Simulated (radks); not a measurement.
All-electron atom: the manganese ion Mn13+ in [Ne] 3s2. Calculated with a radial shooting solver on a logarithmic mesh with Libxc functionals: non-relativistic Kohn-Sham, PBE, spin-polarised, spherical densities, point nucleus. Some entries of the table are withheld. Estimate them.

| orbital | occ. | eigenvalue (hartree) | <r> (bohr) |
|---|---|---|---|
| 1s | 2 | -248.6664 | (1) |
| 2s | 2 | -40.62546 | (2) |
| 2p | 6 | (3) | (4) |
| 3s | 2 | (5) | 0.7253 |

Answer. 
(1) 1s <r> (bohr): 0.06154
(2) 2s <r> (bohr): 0.2791
(3) 2p eigenvalue (hartree): -36.90191
(4) 2p <r> (bohr): 0.2445
(5) 3s eigenvalue (hartree): -14.22598
